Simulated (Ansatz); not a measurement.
A nudged elastic band was laid between two geometries of F3GeH5O2Si (12 atoms, charge 0, multiplicity 1).

Level of theory: RKS PBE/def2-SVP (Ansatz 0.2.0).

```yaml
movable_images: 5
climbing_image: yes
spring: 5.0 eV/Å²
optimiser: quadratic models (default)
start_path: through a guess of the saddle point
force_threshold: 0.05 eV/Å
iteration_limit: 60
end_points: relaxed
```

First end point:

```xyz
12
Properties=species:S:1:pos:R:3
Ge -0.009 -0.084 0.157
O -0.350 0.238 1.880
H -0.826 1.092 1.924
F 1.592 0.168 -0.466
F -0.845 1.297 -0.535
F -0.847 -1.369 -0.701
O 0.873 -1.824 1.179
Si 0.561 -3.459 0.706
H 1.043 -3.572 -0.700
H 1.381 -4.313 1.631
H -0.888 -3.807 0.860
H 0.715 -1.584 2.116
```

Last end point:

```xyz
12
Properties=species:S:1:pos:R:3
Ge 0.071 -0.489 0.015
O 0.504 0.539 1.937
H -0.387 0.877 2.168
F 1.345 0.509 -0.606
F -1.454 0.332 0.295
F -0.356 -1.383 -1.436
O 0.460 -1.866 1.079
Si 0.403 -3.506 0.602
H 1.346 -3.778 -0.531
H 0.842 -4.262 1.823
H -0.994 -3.912 0.236
H 0.621 -0.278 2.470
```

(1) What changes between the two ends?

(2) What energy profile does the band end with?

(3) What is the geometry of the highest image?

(4) What are the harmonic wavenumbers there?

Results:

(1) Bonds broken: O7–H12. Bonds formed: O2–H12.

(2) It converged. The highest image is number 3 of 0 to 6, 0.47 eV above the first end and 0.61 eV above the last; the last end lies 0.13 eV below the first. A vibrational analysis at the climbing image gives one clearly imaginary mode, 676i cm⁻¹: a first-order saddle point. The orbitals stay closed-shell, which can raise the energy where a bond breaks towards radicals; this wasn't checked here.

| image | path coordinate (Å) | energy (eV) | O7–H12 (Å) | O2–H12 (Å) |
| --- | --- | --- | --- | --- |
| 0 | 0.00 | 0.00 | 0.98 | 2.12 |
| 1 | 0.75 | 0.04 | 0.98 | 2.00 |
| 2 | 1.49 | 0.21 | 1.00 | 1.77 |
| 3 | 2.24 | 0.47 | 1.15 | 1.32 |
| 4 | 2.72 | 0.09 | 1.57 | 1.03 |
| 5 | 3.19 | -0.10 | 1.89 | 0.99 |
| 6 | 3.67 | -0.13 | 2.12 | 0.98 |

(3) 
```xyz
12
Properties=species:S:1:pos:R:3:forces:R:3
Ge 0.117 -0.212 0.039 0.00 0.01 0.00
O 0.371 0.293 1.888 0.01 0.00 0.00
H -0.439 0.722 2.228 -0.01 0.00 0.00
F 1.507 0.573 -0.633 0.00 0.00 0.00
F -1.356 0.740 -0.033 0.00 0.00 0.00
F -0.328 -1.325 -1.257 0.00 0.00 0.00
O 0.618 -1.788 1.086 -0.01 -0.01 0.00
Si 0.385 -3.460 0.748 -0.01 -0.01 0.01
H 1.212 -3.821 -0.443 0.00 0.01 0.00
H 0.862 -4.178 1.975 0.01 0.01 0.00
H -1.068 -3.744 0.524 0.00 0.01 -0.01
H 0.520 -1.019 1.930 0.00 0.00 0.00
```

(4) 676i, 39, 70, 101, 142, 171, 226, 258, 298, 313, 415, 443, 558, 602, 668, 680, 687, 723, 734, 834, 908, 919, 925, 980, 1172, 1940, 2193, 2206, 2231, 3707 cm⁻¹.

The run took 3.4 min on 4 threads of Arm Neoverse V1, on a shared host, peak memory 0.22 GiB.
